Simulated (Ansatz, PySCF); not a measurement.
The Ansatz (a program for electronic structure) input:
Ansatz 0.2 input:
```yaml
crystal:
  periodic: [false, false, false]
  atoms:
    - {symbol: C, position_ang: [2.94369932, 1.91177469, 0.71550495]}
    - {symbol: C, position_ang: [2.64124402, 0.60970739, -0.00095751]}
    - {symbol: O, position_ang: [1.23034019, 0.45642314, -0.11564129]}
    - {symbol: Si, position_ang: [0.26214938, -0.71284220, -0.59849238]}
    - {symbol: C, position_ang: [0.14484599, -2.26186060, 0.46752199]}
    - {symbol: O, position_ang: [-1.19706517, 0.23157620, -0.16869727]}
    - {symbol: C, position_ang: [-2.57050323, -0.06891096, -0.48509897]}
    - {symbol: C, position_ang: [-3.48893689, 0.46102128, 0.59570044]}
    - {symbol: H, position_ang: [4.01886965, 2.03260516, 0.80233655]}
    - {symbol: H, position_ang: [2.54227533, 2.75459528, 0.15936291]}
    - {symbol: H, position_ang: [2.51145476, 1.90704963, 1.71253350]}
    - {symbol: H, position_ang: [3.06763268, 0.60847316, -1.00682324]}
    - {symbol: H, position_ang: [3.04307334, -0.24286950, 0.55099586]}
    - {symbol: H, position_ang: [0.16235563, -0.85531801, -2.04114479]}
    - {symbol: H, position_ang: [-0.73270441, -2.86366227, 0.24628526]}
    - {symbol: H, position_ang: [0.11483817, -2.01364593, 1.52946283]}
    - {symbol: H, position_ang: [1.00638691, -2.90789398, 0.31757368]}
    - {symbol: H, position_ang: [-1.07031623, 1.16675901, 0.05768486]}
    - {symbol: H, position_ang: [-2.81443888, 0.36276476, -1.45966455]}
    - {symbol: H, position_ang: [-2.62611340, -1.15430626, -0.55532193]}
    - {symbol: H, position_ang: [-4.51458084, 0.19196662, 0.36207418]}
    - {symbol: H, position_ang: [-3.43148187, 1.54550862, 0.65987693]}
    - {symbol: H, position_ang: [-3.23563725, 0.03337901, 1.56234442]}
basis:
  gaussian:
    orbitals: STO-3G
hamiltonian:
  xc: {name: BHLYP}
total_charge: 1
accuracy: high
```

Q: Write the same job for PySCF.

A: This is not unique; one that fits is 
```python
from pyscf import gto, scf, dft

mol = gto.M(
    atom='''
C     2.943699    1.911775    0.715505
C     2.641244    0.609707   -0.000958
O     1.230340    0.456423   -0.115641
Si    0.262149   -0.712842   -0.598492
C     0.144846   -2.261861    0.467522
O    -1.197065    0.231576   -0.168697
C    -2.570503   -0.068911   -0.485099
C    -3.488937    0.461021    0.595700
H     4.018870    2.032605    0.802337
H     2.542275    2.754595    0.159363
H     2.511455    1.907050    1.712533
H     3.067633    0.608473   -1.006823
H     3.043073   -0.242869    0.550996
H     0.162356   -0.855318   -2.041145
H    -0.732704   -2.863662    0.246285
H     0.114838   -2.013646    1.529463
H     1.006387   -2.907894    0.317574
H    -1.070316    1.166759    0.057685
H    -2.814439    0.362765   -1.459665
H    -2.626113   -1.154306   -0.555322
H    -4.514581    0.191967    0.362074
H    -3.431482    1.545509    0.659877
H    -3.235637    0.033379    1.562344
''',
    basis='sto-3g',
    charge=1,
    spin=0,
    verbose=4,
)

mf = dft.RKS(mol)
mf.xc = 'bhandhlyp'
mf.grids.atom_grid = (99, 590)
mf.grids.prune = None
mf.kernel()
```

Both were run: Ansatz gave -631.418770 Eh and PySCF -631.418771 Eh, 0.001 mEh apart.
